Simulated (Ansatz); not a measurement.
`[CH3][Al]([CH3])[Cl]`, relaxed with RKS PBE0-D4/def2-TZVP in the Gaussian-basis code of Ansatz from a GFN2-xTB geometry. The force threshold is 0.005 eV/Å; the program also tests the step.

Total charge 0; spin multiplicity 1.

Start:

```xyz
10

C     1.049   -1.437   -0.164
Al   -0.579   -0.289   -0.100
C    -0.554    1.673    0.246
Cl   -2.393   -1.166   -0.405
H     0.803   -2.483   -0.378
H     1.758   -1.110   -0.929
H     1.601   -1.424    0.780
H    -0.998    2.236   -0.582
H     0.453    2.065    0.399
H    -1.140    1.934    1.133
```

```json
{"step": "1", "energy (eV)": "-21285.5190", "largest force (eV/Å)": "1.451", "largest move (Å)": "0.000"}
{"step": "2", "energy (eV)": "-21285.6010", "largest force (eV/Å)": "0.254", "largest move (Å)": "0.045"}
{"step": "3", "energy (eV)": "-21285.6064", "largest force (eV/Å)": "0.029", "largest move (Å)": "0.020"}
{"step": "4", "energy (eV)": "-21285.6066", "largest force (eV/Å)": "0.012", "largest move (Å)": "0.005"}
{"step": "5", "energy (eV)": "-21285.6066", "largest force (eV/Å)": "0.006", "largest move (Å)": "0.004"}
{"step": "6", "energy (eV)": "-21285.6066", "largest force (eV/Å)": "0.001", "largest move (Å)": "0.002"}
```

End:

```xyz
10

C     1.034   -1.413   -0.161
Al   -0.535   -0.269   -0.092
C    -0.531    1.644    0.243
Cl   -2.423   -1.165   -0.407
H     0.784   -2.454   -0.376
H     1.734   -1.066   -0.928
H     1.576   -1.383    0.790
H    -0.985    2.184   -0.594
H     0.476    2.040    0.396
H    -1.129    1.883    1.128
```

Hardware: 2 threads of a server CPU on a shared host. Wall time 31 s, peak host memory 0.39 GiB.
